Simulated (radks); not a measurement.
Values are calculated unless marked as measured or tabulated.
Effect of the nuclear size on the rubidium ion Rb3+, [Ar] 3d10 4s2 4p4. Code: a radial shooting solver on a logarithmic mesh with Libxc functionals. Model: Dirac Kohn-Sham, exchange-only LDA, spin-unpolarised, spherical densities, finite nucleus; open shells fill j = l - 1/2 first; Fermi nuclear charge, rms radius 4.2036 fm. The rms radius is varied about that value; shifts are against it.

rms radius (fm)  total energy shift (eV)  density at nucleus (e/bohr^3)  1s1/2 shift (meV)  2s1/2 shift (meV)  3p1/2 shift (meV)  4s1/2 shift (meV)  5s1/2 (empty) shift (meV)
3.7118                            -0.158                      5.527e+04              -67.2              -6.86              0.109             -0.149                     -0.032
3.7959                            -0.133                      5.516e+04              -56.2              -5.74              0.091             -0.125                     -0.027
4.2036                                 0                      5.469e+04              0.000              0.000              0.000              0.000                      0.000
4.4264                            0.0777                      5.445e+04               32.9               3.37             -0.053              0.073                      0.016
5.1074                             0.338                       5.38e+04                143               14.6             -0.232              0.317                      0.068

Slopes of the eigenvalues against <r^2> in GHz/fm^2, as finite differences over the two radii next to the reference (eigenvalue slopes, not the field-shift constants of lines): 1s1/2 4160, 2s1/2 425, 3p1/2 -6.74, 4s1/2 9.22, 5s1/2 (empty) 1.96.
